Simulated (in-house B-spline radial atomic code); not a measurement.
Configurations of the argon ion Ar⁺, with energies counted from [Ne] 3s2 3p5. Computed with a B-spline radial code for spherical atoms: scalar-relativistic (X2C) BHandHLYP, spin-polarised, spherical fractional occupations, exact exchange averaged over the configuration, Fermi nucleus of rms radius 3.4274 fm. Shells without spins written out take the highest spin.

Occupations are held fixed; configurations that lie above the ionisation limit could autoionise.

| configuration | E - E(ref) (eV) | highest orbital | its <r> (bohr) |
| --- | --- | --- | --- |
| [Ne] 3s2 3p4 4d1 | 22.673 | 4d up | 7.075 |
| [Ne] 3s1 3p5 4s1 | 32.651 | 4s up | 3.885 |
| [Ne] 3s1 3p5 4p1 | 35.389 | 4p up | 4.672 |
| [Ne] 3s1 3p5 4d1 | 38.76 | 4d up | 6.983 |
| [Ne] 3s1 3p5 4f1 | 40.212 | 4f up | 8.715 |

Q: Order these further configurations by energy, lowest first.
A. [Ne] 3s1 3p6
B. [Ne] 3s1 3p5 3d1
C. [He] 2s2 2p5 3s2 3p6
D. [Ne] 3s2 3p4 3d1
E. [Ne] 3s2 3p4 4f1

A: A (16.581 eV), D (17.183 eV), E (24.078 eV), B (32.954 eV), C (233.68 eV).
